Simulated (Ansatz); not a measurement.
Isolated molecules relaxed with PBE0-D4/def2-TZVP in Ansatz; ΔE leaves out vibrations. CCSD(T)/CBS adds triple-zeta CCSD(T) − MP2 to the extrapolated MP2 energy (def2 sets, frozen cores). This one scheme is used for every species, atoms too. Functionals use def2-TZVPP. B3LYP here is the variant with VWN-RPA as its local correlation; programs differ in this. No spin–orbit coupling; open shells (•) take unrestricted orbitals. Spin–orbit coupling would lower the free atoms: a little for B, C, Cl. One conformer a species, not always the lowest.

Reaction (atomization): `BB(C)BCl` → 3 B• + C• + Cl• + 6 H•

```json
{"level": "B3LYP-D4", "ΔE (kJ/mol)": "3977.5", "difference from CCSD(T)/CBS": "56.6"}
{"level": "ωB97M-V", "ΔE (kJ/mol)": "3977.4", "difference from CCSD(T)/CBS": "56.5"}
{"level": "B2PLYP", "ΔE (kJ/mol)": "3927.6", "difference from CCSD(T)/CBS": "6.7"}
{"level": "BLYP", "ΔE (kJ/mol)": "3902.9", "difference from CCSD(T)/CBS": "-18.0"}
{"level": "PBE0", "ΔE (kJ/mol)": "3983.6", "difference from CCSD(T)/CBS": "62.7"}
{"level": "r2SCANh", "ΔE (kJ/mol)": "3986.9", "difference from CCSD(T)/CBS": "66.0"}
{"level": "r2SCAN0", "ΔE (kJ/mol)": "3963.9", "difference from CCSD(T)/CBS": "43.0"}
{"level": "CAM-B3LYP", "ΔE (kJ/mol)": "3967.9", "difference from CCSD(T)/CBS": "47.0"}
{"level": "SCS-MP2/def2-TZVPP", "ΔE (kJ/mol)": "3882.7", "difference from CCSD(T)/CBS": "-38.2"}
{"level": "CCSD/def2-TZVPP", "ΔE (kJ/mol)": "3798.6", "difference from CCSD(T)/CBS": "-122.3"}
{"level": "CCSD(T)/CBS", "ΔE (kJ/mol)": "3920.9", "difference from CCSD(T)/CBS": "0"}
```

Largest T1 diagnostic among the species: 0.014.

From BLYP to BHLYP (50 % exact exchange), in def2-TZVPP and without D4, ΔE moves by −17.6 kJ/mol: exact exchange takes away binding that semilocal exchange gives to molecules. At CCSD(T), def2-SVP lies −138.2 kJ/mol from the extrapolated value and def2-TZVPP −77.3 kJ/mol: correlation converges slowly with the basis, and small sets miss more of it in the bonded molecule than in its fragments.

For atomizations the MP2-based limit and the directly extrapolated one differ by several kJ/mol either way, and by 10 to 25 for some Ge, Se and Sn compounds, so smaller differences from it don't rank the levels.
